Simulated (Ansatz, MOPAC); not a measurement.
Gas-phase reaction in SMILES: CC[SiH3] [ethylsilane] -> [CH2]C[SiH3] + H atom (the C-H bond breaks)

Wanted: bond dissociation energy (enthalpy at 298 K), in kcal/mol. Set-up: 6-31G* and kin with 6d, 5d where marked; no dispersion term unless named; non-relativistic; PM7 with its own dispersion and hydrogen-bond terms; spin-orbit terms left out; open shells spin-unrestricted; valence correlation only. CBS(X,Y): correlation extrapolated as X^-3; Hartree-Fock from the larger set. First-principles rows: single points at B3LYP-D3(BJ) geometries (Ansatz, an electronic-structure program), with unscaled harmonic terms from B3LYP/6-31G* (Ansatz) at its own minima. Semi-empirical rows: MOPAC heats of formation at their own minima for 298 K.

```tsv
species	coefficient	E at B3LYP/6-31G* (Ansatz), Eh	E at B3LYP/def2-TZVPD (Ansatz), Eh	H(298 K) - E, kcal/mol	heat of formation at PM7 (MOPAC), kcal/mol
CC[SiH3]	-1	-370.52055	-370.58469	60.77	-8.88
[CH2]C[SiH3]	+1	-369.85241	-369.91779	51.60	20.68
H atom	+1	-0.50027	-0.50215	1.48	52.10
```

Coupled cluster (Ansatz) is a level with limits of its own, used here on species with T1 under 0.025 (0.045 for open shells) and stable references: CCSD(T)/CBS(aug-cc-pV(T+d)Z,aug-cc-pV(Q+d)Z). Value to compare with, CCSD(T)/CBS(aug-cc-pV(T+d)Z,aug-cc-pV(Q+d)Z) (Ansatz): 98.7 kcal/mol. 1 Eh = 627.5095 kcal/mol.

Question: Work the quantity out at each level, and compare with CCSD(T)/CBS(aug-cc-pV(T+d)Z,aug-cc-pV(Q+d)Z) (Ansatz).

Answer: 
- B3LYP/6-31G*: the sum of coefficient times E is 0.16787 Eh, or 105.34 kcal/mol; the thermal terms add -7.69. Result: 97.7 kcal/mol. Its difference against CCSD(T)/CBS(aug-cc-pV(T+d)Z,aug-cc-pV(Q+d)Z) (Ansatz) is -1.0 kcal/mol.
- B3LYP/def2-TZVPD: the sum of coefficient times E is 0.16475 Eh, or 103.38 kcal/mol; the thermal terms add -7.69. Result: 95.7 kcal/mol. Its difference against CCSD(T)/CBS(aug-cc-pV(T+d)Z,aug-cc-pV(Q+d)Z) (Ansatz) is -3.0 kcal/mol.
- PM7: the sum of coefficient times heat of formation is 81.66 kcal/mol; it needs no thermal term. Its difference against CCSD(T)/CBS(aug-cc-pV(T+d)Z,aug-cc-pV(Q+d)Z) (Ansatz) is -17.0 kcal/mol.
